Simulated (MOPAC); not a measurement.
MOPAC input (AM1):

```
AM1 FORCE THERMO(298,298) PRECISE LET CHARGE=-1 GEO-OK AUX(PRECISION=9) THREADS=1
C4H2BrO

Br    1.46601939 1    0.26650232 1    0.11374186 1
C    -0.35382751 1   -0.00901902 1   -0.03007354 1
C    -1.40243453 1    0.89169170 1   -0.16316438 1
C    -2.60424418 1    0.12091457 1   -0.23022563 1
C    -2.24138073 1   -1.24664364 1   -0.13411775 1
O    -0.88750520 1   -1.31971697 1   -0.01394548 1
H    -1.32267020 1    1.97313369 1   -0.20755332 1
H    -3.60234415 1    0.52306540 1   -0.33532871 1
```

From the output:

```
     H    8   0.006480   6.107359

          HEAT OF FORMATION =      21.442689 KCALS/MOLE

          ZERO POINT ENERGY      30.907 KCAL/MOL

           NORMAL COORDINATE ANALYSIS (Total motion = 1 Angstrom)

   Root No.       1         2         3         4         5         6         7         8

                 1 A"      1 A'      2 A'      2 A"      3 A"      4 A"      5 A"      3 A'

                 185.0     266.7     389.9     569.2     583.7     795.7     894.8     930.7

           1   -0.0000    0.0055    0.0974   -0.0000    0.0000    0.0000   -0.0000    0.0007
           2    0.0000   -0.0382   -0.0003    0.0000   -0.0000   -0.0000    0.0000   -0.0013
           3   -0.0268   -0.0000   -0.0000   -0.0013    0.0019    0.0001   -0.0000   -0.0000
           4    0.0000    0.0030   -0.0785    0.0000   -0.0000    0.0000    0.0000   -0.0061
           5   -0.0000    0.1511   -0.0136   -0.0000    0.0000   -0.0000   -0.0000   -0.0661
           6    0.1793    0.0000    0.0000    0.1024   -0.2025    0.0085    0.0237   -0.0000
           7    0.0000    0.0965   -0.1281   -0.0000    0.0000   -0.0000   -0.0000    0.0817
           8   -0.0000    0.0728    0.0156    0.0000   -0.0000    0.0000    0.0000   -0.0859
           9    0.0928    0.0000    0.0000   -0.0907    0.0495   -0.0231   -0.1137   -0.0000
          10   -0.0000    0.0468   -0.1430    0.0000    0.0000   -0.0000    0.0000    0.1389
          11    0.0000   -0.0521    0.0171   -0.0000   -0.0000    0.0000   -0.0000    0.1118
          12   -0.1097   -0.0000    0.0000    0.0852    0.0590   -0.0901    0.0696   -0.0000
          13   -0.0000   -0.0786   -0.1248   -0.0000   -0.0000    0.0000   -0.0000   -0.1147
          14    0.0000   -0.0380    0.0060    0.0000    0.0000   -0.0000    0.0000    0.1287
          15   -0.0995   -0.0000    0.0000   -0.0934   -0.1872    0.0268   -0.0149    0.0000
          16    0.0000   -0.0975   -0.1107    0.0000    0.0000    0.0000    0.0000   -0.0842
          17   -0.0000    0.0931   -0.0186   -0.0000   -0.0000   -0.0000   -0.0000   -0.0523
          18    0.0914    0.0000    0.0000    0.0032    0.1815    0.0046    0.0049    0.0000
          19    0.0000    0.2040   -0.1707   -0.0000    0.0000    0.0000    0.0000   -0.1072
          20   -0.0000    0.0962    0.0058    0.0000   -0.0000   -0.0000   -0.0000   -0.1253
          21    0.1615    0.0000    0.0000   -0.3067    0.1245    0.2930    0.5593   -0.0000
          22   -0.0000    0.0988   -0.1413    0.0000    0.0000    0.0000   -0.0000    0.1989
          23    0.0000   -0.1404    0.0138   -0.0000   -0.0000   -0.0000    0.0000    0.0029
          24   -0.2390   -0.0000    0.0000    0.3170    0.1939    0.5538   -0.2139   -0.0000

   Root No.       9        10        11        12        13        14        15        16

                 4 A'      5 A'      6 A'      7 A'      8 A'      9 A'     10 A'     11 A'

                 966.8    1111.1    1127.7    1266.3    1364.2    1424.2    1509.2    1642.8

           1   -0.0096   -0.0000   -0.0023    0.0005   -0.0036    0.0012   -0.0016   -0.0036
           2   -0.0004   -0.0002   -0.0005    0.0000    0.0006   -0.0005   -0.0005   -0.0003
           3   -0.0000   -0.0000   -0.0000   -0.0000   -0.0000    0.0000   -0.0000   -0.0000
           4    0.1432   -0.0092    0.0777   -0.0709    0.0853   -0.0820    0.0449    0.2040
           5   -0.0006    0.0176   -0.0127    0.0994   -0.1564    0.0348    0.0490    0.1758
           6   -0.0000    0.0000   -0.0000    0.0000   -0.0000    0.0000    0.0000    0.0000
           7    0.0298    0.0190    0.0166    0.0513    0.0960    0.1252    0.1301   -0.1494
           8    0.1585   -0.0060    0.0153   -0.0095   -0.0276   -0.0490   -0.0822   -0.1989
           9    0.0000   -0.0000    0.0000   -0.0000   -0.0000   -0.0000   -0.0000   -0.0000
          10   -0.0592   -0.0162    0.0210    0.0143   -0.1010   -0.1131   -0.1539   -0.0145
          11    0.0375    0.0173    0.0020    0.0102    0.0651    0.1942   -0.1064    0.0835
          12    0.0000    0.0000   -0.0000    0.0000    0.0000    0.0000    0.0000    0.0000
          13   -0.0576   -0.0165    0.0426   -0.0878   -0.1589    0.1325    0.0290   -0.0439
          14   -0.0040    0.0141   -0.0459   -0.0518   -0.0806   -0.1171    0.1659   -0.0400
          15    0.0000    0.0000   -0.0000   -0.0000    0.0000   -0.0000    0.0000   -0.0000
          16    0.0056   -0.0010   -0.0766    0.0961    0.0745   -0.0617   -0.0085    0.0087
          17   -0.1345   -0.0570    0.0106   -0.0444    0.1451   -0.0281   -0.0033    0.0028
          18   -0.0000   -0.0000    0.0000   -0.0000    0.0000    0.0000    0.0000   -0.0000
          19   -0.1021    0.4811   -0.2672   -0.3470    0.1377    0.0094   -0.1537    0.1072
          20    0.1283    0.0973   -0.0480   -0.0896   -0.0280   -0.0616   -0.1544   -0.1523
          21    0.0000   -0.0000    0.0000    0.0000   -0.0000   -0.0000   -0.0000   -0.0000
          22    0.1039   -0.1893   -0.2161   -0.1093   -0.1027    0.1326   -0.1848    0.0811
          23   -0.2379    0.3142    0.4104    0.2155    0.0545   -0.2044   -0.0638   -0.1127
          24   -0.0000    0.0000    0.0000    0.0000    0.0000   -0.0000    0.0000   -0.0000

   Root No.      17        18

                12 A'     13 A'

                3282.0    3310.0

           1   -0.0000   -0.0000
           2   -0.0000   -0.0000
           3   -0.0000    0.0000
           4    0.0028    0.0023
           5   -0.0008    0.0008
           6   -0.0000   -0.0000
           7    0.0139    0.0010
           8   -0.0666   -0.0113
           9   -0.0000   -0.0000
          10    0.0069   -0.0585
          11    0.0031   -0.0348
          12   -0.0000   -0.0000
          13   -0.0005   -0.0023
          14    0.0014    0.0011
          15    0.0000    0.0000
          16   -0.0001    0.0010
          17    0.0014    0.0008
          18    0.0000    0.0000
          19   -0.1718   -0.0242
          20    0.7871    0.1064
          21    0.0000    0.0000
          22   -0.0972    0.6948
          23   -0.0576    0.4069
          24   -0.0000   -0.0000

           MASS-WEIGHTED COORDINATE ANALYSIS (NORMAL COORDINATES)

   Root No.       1         2         3         4         5         6         7         8

                 1 A"      1 A'      2 A'      2 A"      3 A"      4 A"      5 A"      3 A'

                 185.0     266.7     389.9     569.2     583.7     795.7     894.8     930.7

           1   -0.0000    0.0472    0.6635   -0.0000    0.0000    0.0000   -0.0000    0.0058
           2    0.0000   -0.3270   -0.0020    0.0000   -0.0000   -0.0000    0.0000   -0.0106
           3   -0.2362   -0.0000   -0.0000   -0.0149    0.0137    0.0015   -0.0002   -0.0000
           4    0.0000    0.0101   -0.2073    0.0000   -0.0000    0.0000    0.0000   -0.0195
           5   -0.0000    0.5013   -0.0358   -0.0000    0.0000   -0.0000   -0.0000   -0.2106
           6    0.6129    0.0000    0.0000    0.4532   -0.5610    0.0412    0.1073   -0.0000
           7    0.0000    0.3202   -0.3382   -0.0000    0.0000   -0.0000   -0.0000    0.2600
           8   -0.0000    0.2414    0.0413    0.0000   -0.0000    0.0000    0.0000   -0.2734
           9    0.3173    0.0000    0.0000   -0.4015    0.1371   -0.1123   -0.5155   -0.0000
          10   -0.0000    0.1554   -0.3776    0.0000    0.0000   -0.0000    0.0000    0.4422
          11    0.0000   -0.1728    0.0452   -0.0000   -0.0000    0.0000   -0.0000    0.3560
          12   -0.3749   -0.0000    0.0000    0.3772    0.1634   -0.4376    0.3154   -0.0000
          13   -0.0000   -0.2608   -0.3295   -0.0000   -0.0000    0.0000   -0.0000   -0.3651
          14    0.0000   -0.1259    0.0158    0.0000    0.0000   -0.0000    0.0000    0.4098
          15   -0.3402   -0.0000    0.0000   -0.4133   -0.5185    0.1299   -0.0675    0.0000
          16    0.0000   -0.3734   -0.3376    0.0000    0.0000    0.0000    0.0000   -0.3093
          17   -0.0000    0.3567   -0.0567   -0.0000   -0.0000   -0.0000   -0.0000   -0.1922
          18    0.3607    0.0000    0.0000    0.0166    0.5801    0.0258    0.0254    0.0000
          19    0.0000    0.1961   -0.1306   -0.0000    0.0000    0.0000    0.0000   -0.0988
          20   -0.0000    0.0925    0.0045    0.0000   -0.0000   -0.0000   -0.0000   -0.1155
          21    0.1599    0.0000    0.0000   -0.3932    0.0999    0.4121    0.7343   -0.0000
          22   -0.0000    0.0949   -0.1081    0.0000    0.0000    0.0000   -0.0000    0.1834
          23    0.0000   -0.1350    0.0105   -0.0000   -0.0000   -0.0000    0.0000    0.0027
          24   -0.2366   -0.0000    0.0000    0.4065    0.1556    0.7790   -0.2808   -0.0000

   Root No.       9        10        11        12        13        14        15        16

                 4 A'      5 A'      6 A'      7 A'      8 A'      9 A'     10 A'     11 A'

                 966.8    1111.1    1127.7    1266.3    1364.2    1424.2    1509.2    1642.8

           1   -0.0837   -0.0006   -0.0287    0.0054   -0.0258    0.0086   -0.0127   -0.0237
           2   -0.0039   -0.0032   -0.0058    0.0002    0.0044   -0.0036   -0.0045   -0.0019
           3   -0.0000   -0.0000   -0.0000   -0.0000   -0.0000    0.0000   -0.0000   -0.0000
           4    0.4844   -0.0474    0.3736   -0.2919    0.2402   -0.2376    0.1429    0.5270
           5   -0.0021    0.0905   -0.0612    0.4097   -0.4402    0.1007    0.1560    0.4542
           6   -0.0000    0.0000   -0.0000    0.0000   -0.0000    0.0000    0.0000    0.0000
           7    0.1008    0.0982    0.0795    0.2113    0.2703    0.3626    0.4138   -0.3859
           8    0.5359   -0.0309    0.0734   -0.0389   -0.0776   -0.1419   -0.2614   -0.5139
           9    0.0000   -0.0000    0.0000   -0.0000   -0.0000   -0.0000   -0.0000   -0.0000
          10   -0.2002   -0.0837    0.1011    0.0589   -0.2844   -0.3274   -0.4897   -0.0374
```

The dipole moment of an ion depends on the origin.
